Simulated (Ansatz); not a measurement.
Method: Ansatz (a program for electronic structure) with frozen-core CCSD(T)/cc-pVTZ // PBE0-D3(BJ)/def2-TZVP.

Ansatz 0.2 input:
```yaml
crystal:
  periodic: [false, false, false]
  atoms:
    - { symbol: O, position_ang: [2.481676, -0.654776, 0.326903] }
    - { symbol: Si, position_ang: [1.043929, -0.275493, 0.044521] }
    - { symbol: C, position_ang: [-0.667194, -0.534056, -0.275493] }
    - { symbol: C, position_ang: [-0.323318, 0.795413, -0.240116] }
    - { symbol: H, position_ang: [-1.619375, -1.025818, -0.445713] }
    - { symbol: H, position_ang: [-0.915723, 1.694728, -0.3733] }
basis:
  gaussian: { orbitals: cc-pVTZ }
correlation:
  method: ccsd_t
```

Output:

```
Functional definition: HF
892 factors; integrals over basis functions are off by at most 1.1e-3 eV
mean field evaluation 1: about -11987.0690 eV, gradient 4.7e1 eV
mean field evaluation 2: about -11987.3547 eV, gradient 4.7e1 eV
mean field evaluation 4: about -11991.7443 eV, gradient 4.7e0 eV
mean field evaluation 8: about -11991.8394 eV, gradient 3.2e-1 eV
mean field evaluation 16: about -11991.8404 eV, gradient 2.8e-6 eV
mean field -11991.84043097 eV, -440.6920074767 hartree, gradient 2.8e-6 eV, S^2 0.000000; 0 other end points of the search recorded, 0 dependent functions left out
8 core orbitals not correlated
reference -11991.84043097 eV, -440.6920074767 hartree; 10, 10 occupied and 134, 134 virtual orbitals, 892 factors
second order -17.66309348 eV of doubles, -0.00000000 eV of singles
cycle   1  -17.31124355 eV  change    3.5e-1 eV  update   1.2e-1
cycle   2  -17.80994568 eV  change   -5.0e-1 eV  update   4.7e-2
cycle   3  -17.97162703 eV  change   -1.6e-1 eV  update   2.4e-2
cycle   4  -17.96016254 eV  change    1.1e-2 eV  update   6.8e-3
cycle   5  -17.95780562 eV  change    2.4e-3 eV  update   2.6e-3
cycle   6  -17.95893410 eV  change   -1.1e-3 eV  update   8.7e-4
cycle   7  -17.95866704 eV  change    2.7e-4 eV  update   3.6e-4
cycle   8  -17.95850988 eV  change    1.6e-4 eV  update   1.4e-4
cycle   9  -17.95855800 eV  change   -4.8e-5 eV  update   5.7e-5
cycle  10  -17.95857327 eV  change   -1.5e-5 eV  update   2.0e-5
perturbative correction -0.92738190 eV, -0.0340806561 hartree
Total energy: -12010.72638614 eV, -441.3860535278 hartree
```

Cost: roughly 14 core-seconds.
